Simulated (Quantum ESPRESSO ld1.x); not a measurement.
Question: Te29+, 23 electrons, occupied as [Ar] 3d5. Calculated with ld1.x of Quantum ESPRESSO 7.5: non-relativistic Kohn-Sham, LDA (Slater exchange, VWN5 correlation), spin-polarised, spherical densities, point nucleus; open shells are filled with parallel spins first; relativity is left out, which matters for an element this heavy. Some entries of the table are withheld. Estimate them.

| orbital | occ. | eigenvalue (eV) | r(max) (bohr) |
|---|---|---|---|
| 1s up | 1 | -31613.109 | 0.019 |
| 1s down | 1 | -31612.625 | 0.019 |
| 2s up | 1 | -5773.528 | 0.106 |
| 2s down | 1 | -5756.815 | 0.106 |
| 2p up | 3 | -5502.723 | 0.084 |
| 2p down | 3 | -5490.175 | 0.083 |
| 3s up | 1 | (1) | 0.294 |
| 3s down | 1 | (2) | 0.297 |
| 3p up | 3 | (3) | (4) |
| 3p down | 3 | (5) | (6) |
| 3d up | 5 | -1679.970 | 0.224 |
| 3d down | 0 | -1658.713 | 0.224 |

Answer: 
(1) 3s up eigenvalue (eV): -1972.421
(2) 3s down eigenvalue (eV): -1956.056
(3) 3p up eigenvalue (eV): -1865.407
(4) 3p up r(max) (bohr): 0.281
(5) 3p down eigenvalue (eV): -1848.099
(6) 3p down r(max) (bohr): 0.281
